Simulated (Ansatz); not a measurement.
## Molecular dynamics, step by step

C2H2Ag (charge +1), singlet, PBE-D4/def2-SVP (Ansatz 0.2.0). Settings (timestep in fs, temperature in K; T counts 9 degrees of freedom):

```yaml
hamiltonian: {xc: pbe, dispersion: d4}
md: {n_steps: 40, timestep: 1.0, temperature: 700, ensemble: nve, seed: 857, initial_velocities: maxwell_boltzmann}
```

Start:

Ag1  (0.299, 1.053, -1.503)
C2  (0.104, 0.245, 0.668)
C3  (-0.228, -0.681, -0.046)
H4  (0.367, 0.962, 1.421)
H5  (-0.543, -1.579, -0.541)
(Å)

| step | time (fs) | potential energy less the start (meV) | kinetic energy (meV) | T (K) |
| --- | --- | --- | --- | --- |
| 0 | 0.00 | 0.0 | 271.4 | 700 |
| 2 | 2.00 | -7.5 | 280.2 | 723 |
| 4 | 4.00 | 20.8 | 250.0 | 645 |
| 6 | 6.00 | 134.3 | 140.5 | 362 |
| 8 | 8.00 | 152.9 | 120.8 | 312 |
| 10 | 10.00 | 118.0 | 153.4 | 396 |
| 12 | 12.00 | 131.6 | 141.8 | 366 |
| 14 | 14.00 | 137.4 | 133.6 | 345 |
| 16 | 16.00 | 188.4 | 87.2 | 225 |
| 18 | 18.00 | 102.6 | 169.2 | 436 |
| 20 | 20.00 | 45.8 | 225.4 | 581 |
| 22 | 22.00 | 76.7 | 196.4 | 507 |
| 24 | 24.00 | 105.8 | 166.6 | 430 |
| 26 | 26.00 | 137.5 | 137.1 | 354 |
| 28 | 28.00 | 80.7 | 191.0 | 492 |
| 30 | 30.00 | 85.9 | 184.8 | 477 |
| 32 | 32.00 | 184.0 | 90.3 | 233 |
| 34 | 34.00 | 211.1 | 61.9 | 160 |
| 36 | 36.00 | 196.2 | 77.5 | 200 |
| 38 | 38.00 | 144.3 | 126.5 | 326 |
| 40 | 40.00 | 184.0 | 89.1 | 230 |

Step 6, positions (Å) and forces (eV/Å):

```csv
atom,x,y,z,Fx,Fy,Fz
Ag1,0.300,1.055,-1.501,0.017,-0.128,0.178
C2,0.148,0.278,0.636,-1.332,-1.147,-0.431
C3,-0.250,-0.735,-0.032,0.414,1.386,0.520
H4,0.154,1.059,1.465,0.325,-0.975,-0.976
H5,-0.640,-1.643,-0.583,0.576,0.864,0.709
```

Step 12, positions (Å) and forces (eV/Å):

| atom | x | y | z | Fx | Fy | Fz |
| --- | --- | --- | --- | --- | --- | --- |
| Ag1 | 0.301 | 1.057 | -1.499 | 0.055 | -0.054 | 0.008 |
| C2 | 0.157 | 0.275 | 0.585 | -0.871 | -1.071 | -0.718 |
| C3 | -0.259 | -0.745 | -0.002 | 0.566 | 1.308 | 0.229 |
| H4 | 0.061 | 1.001 | 1.359 | 0.461 | 0.882 | 0.889 |
| H5 | -0.626 | -1.608 | -0.503 | -0.211 | -1.066 | -0.408 |

Step 38, positions (Å) and forces (eV/Å):

```csv
atom,x,y,z,Fx,Fy,Fz
Ag1,0.304,1.063,-1.493,-0.122,-0.043,-0.451
C2,0.067,0.301,0.506,0.961,-0.015,0.415
C3,-0.254,-0.803,0.027,-0.058,-0.062,0.090
H4,0.677,1.013,1.106,-0.708,-0.255,0.003
H5,-0.555,-1.826,-0.248,-0.072,0.375,-0.057
```

Last step (40):

```
5
angstrom
Ag 0.3036 1.0628 -1.4936
C 0.0715 0.3148 0.5146
C -0.2549 -0.8217 0.0243
H 0.6625 1.0123 1.1081
H -0.5856 -1.8111 -0.2592
```

The run took about 61 s on 2 CPU threads of an Intel Xeon Platinum 8259CL (shared host).
